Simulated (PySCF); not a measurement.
## `C=C(F)C#CC#CC(=O)O`, C7H3FO2

Cartesian coordinates in Å; atom numbers follow the order of the lines, from 1:
```xyz
13

C    -3.8566    0.3814   -0.0730
C    -2.7738    1.1176    0.1579
F    -2.8937    2.4337    0.4433
C    -1.4506    0.6412    0.1341
C    -0.2957    0.2687    0.1235
C     0.9730   -0.1893    0.1017
C     2.1235   -0.5722    0.0897
C     3.4446   -1.1281    0.0511
O     3.6847   -2.2821   -0.1922
O     4.3824   -0.2105    0.3185
H    -4.8379    0.8188   -0.0364
H    -3.7677   -0.6641   -0.3000
H     5.2633   -0.6148    0.2854
```

Method: GIAO CAM-B3LYP/pcSseg-1 magnetisability, rotational g tensor and spin-rotation constants, non-relativistic, gas phase (PySCF). Geometry: GFN2-xTB.

(1) What are the magnetisability and the molar susceptibility?

(2) Split it along the inertial axes a, b, c into diamagnetic and paramagnetic parts about the centre of mass, with the quadrupole moment.

(3) And the rotational g tensor?

Answers

(1) Isotropic -1187 × 10⁻³⁰ J/T², or -71.5 × 10⁻⁶ cm³/mol; principal values -1257, -1213, -1091 × 10⁻³⁰ J/T², anisotropy 149 × 10⁻³⁰ J/T² (root of half the summed squared differences of the principal values). The susceptibility is in cgs units.

(2) 
```csv
axis,χ (10⁻⁶ cm³/mol),diamagnetic (10⁻⁶ cm³/mol),paramagnetic (10⁻⁶ cm³/mol),summed x² of all electrons (Å²),quadrupole Θ (D Å)
a,-72.7,-302.4,229.7,728.9,+14.01
b,-66.1,-3142.3,3076.2,59.6,-8.77
c,-75.7,-3345.3,3269.6,11.7,-5.24
```
Anisotropies 2χaa − χbb − χcc = -3.7 and 2χbb − χaa − χcc = +16.3 × 10⁻⁶ cm³/mol. Θ is traceless in Buckingham's convention.

(3) 
| axis | rotational constant (GHz) | g | nuclear part | electronic part |
| --- | --- | --- | --- | --- |
| a | 5.6883 | -0.0770 | 0.5369 | -0.6139 |
| b | 0.3630 | -0.0038 | 0.5208 | -0.5246 |
| c | 0.3412 | -0.0023 | 0.5218 | -0.5241 |

Asymmetric top; isotopes 12C, 19F, 1H, 16O; no vibrational averaging.
